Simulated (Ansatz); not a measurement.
Species: sum formula YOCl (charge +1, doublet). The spin state was set by rule; other spins were not relaxed. 
Structure (B3LYP-D3(BJ)/def2-TZVP (Ansatz, an electronic-structure program) minimum search):
```
Y
O 1 1.9955
Cl 1 2.3581 2 105.03
```
Charge +1, spin multiplicity 2.

Total electronic energies in hartree. Correlated levels leave the core frozen unless marked. Open shells are spin-unrestricted. No spin-orbit coupling. Frozen are the shells of the preceding noble gas and the d and f shells that filled before the atom's block. In def2 rows, elements after Kr have scalar-relativistic effective core potentials. STO-3G rows are all-electron and non-relativistic. CBS(X,Y): correlation extrapolated as X^-3; Hartree-Fock from the larger set. [CCSD(T)-MP2]/basis is that difference in the basis named.

```
level                                                                 program  energy (Eh)
-------------------------------------------------------------  --------------  -----------
HF/STO-3G                                                              Ansatz  -3825.85977
HF/def2-SVPD                                                           Ansatz   -571.89295
RI-HF/def2-TZVPP                                                       Ansatz   -572.14401
SVWN5/def2-TZVPD                                                       Ansatz   -571.44574
PBE-D4/def2-TZVPD                                              Ansatz + dftd4   -573.32253
BLYP-D3(BJ)/def2-TZVPD                                         Ansatz + dftd3   -573.55181
BLYP-D4/def2-TZVPD                                             Ansatz + dftd4   -573.55090
revPBE-D4/def2-TZVPD                                           Ansatz + dftd4   -573.51359
r2SCAN/def2-TZVPD                                                      Ansatz   -573.53365
r2SCAN-D4/def2-TZVPD                                           Ansatz + dftd4   -573.53415
PBE0-D3(BJ)/def2-TZVPD                                         Ansatz + dftd3   -573.33855
BHLYP-D3(BJ)/def2-TZVPD                                        Ansatz + dftd3   -573.47954
r2SCANh-D4/def2-TZVPD                                          Ansatz + dftd4   -573.51527
CAM-B3LYP-D4/def2-TZVPD                                        Ansatz + dftd4   -573.53100
CAM-B3LYP/def2-TZVPD                                                   Ansatz   -573.52870
B2PLYP-D3(BJ)/def2-TZVPD                                       Ansatz + dftd3   -573.26719
B2PLYP/def2-TZVPD                                                      Ansatz   -573.26400
MP2/def2-SVP                                                           Ansatz   -572.19908
SCS-MP2/STO-3G                                                         Ansatz  -3825.93179
SCS-MP2/def2-SVPD                                                      Ansatz   -572.21613
SCS-MP2/def2-TZVPP                                                     Ansatz   -572.55714
RI-MP2/CBS(def2-TZVPP,def2-QZVPP)+[CCSD(T)-MP2]/def2-SVP               Ansatz    -572.6829
RI-MP2/CBS(def2-TZVPPD,def2-QZVPPD)+[CCSD(T)-MP2]/def2-TZVPPD          Ansatz    -572.6947
```

Totals of different functionals don't rank their quality; only differences between species are comparable.
